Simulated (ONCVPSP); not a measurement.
# C: one change to an ONCV potential, before and after

ONCVPSP 4.0.1 input, shortened (lines: element, Z, core and valence counts, functional; n l f; lmax; l rc ep ncon nbas qcut; lloc lpopt rc5 dvloc0; l nproj debl; icmod fcfact rcfact), LDA (Perdew-Zunger), scalar-relativistic:

```
  C 6.00    1    2        3      upf
    1    0    2.00
    2    0    2.00
    2    1    1.00
    2
    0    1.25    0.00    5    8    6.20
    1    1.10    0.00    3    7    8.60
    2    1.10    0.40    4    8    7.40
    1    5    1.10    0.00
    0    1    3.80
    1    0    3.80
    2    3    1.70
    1    0.70    0.00
```

All-electron outer shells of the reference configuration (LDA (Perdew-Zunger), scalar-relativistic, ld1.x):

```
shell  level (eV)  outermost node (bohr)  outermost maximum (bohr)
   1s     -285.83                      –                      0.18
   2s      -25.61                   0.38                      1.17
   2p      -17.12                      –                      1.10
```

Change: s: rc 1.76.

Cutoffs: the cutoffs (Ha) at which the residual kinetic energy of the hardest occupied pseudo-wave falls to 1 and 0.1 mHa per electron; they do not see the model core or the augmentation charge, which bear on the density cutoff. Errors are all-electron minus pseudo energies relative to the spin-unpolarised reference configuration.

Q: Predict the effect on cutoff, ghosts and configuration errors.

A: The potential gets softer (29 Ha and 79 Ha → 29 Ha and 37 Ha); of the 4 tests that both files solve, the error grows in 3 and shrinks in 1 by more than 15 % and 0.3 meV (median size 8.3 → 21.2 meV); neither file shows a bound ghost. A larger radius leaves more room for a smooth pseudo-wave, so fewer plane waves are needed.

```tsv
quantity	base	changed
cutoff, loose	29 Ha	29 Ha
cutoff, tight	79 Ha	37 Ha
loose cutoff by channel	s 20 Ha, p 29 Ha	s 14 Ha, p 29 Ha
bound ghosts	none	none
GHOST(+) flags under 300 eV	none	none
error for 2s2 2p2, meV [ΔE -10.99 eV]	+2.1	+8.1
error for 2s2 2p0, meV [ΔE 24.26 eV]	+14	+34
error for 2s1 2p0, meV [ΔE 72.23 eV]	+87	+67
error for 2s2 2p1.5, meV [ΔE -6.96 eV]	+1.2	+3.3
p: phases at 1.12 bohr within 0.05 rad from the reference energy up to (Ha; the scan ends near 5)	4.0	4.0
d: phases at 1.12 bohr within 0.05 rad from the reference energy up to (Ha; the scan ends near 5)	to the end of the scan	to the end of the scan
rms error of d²Exc/dni dnj with the model core, mHa	1.09	1.16
```
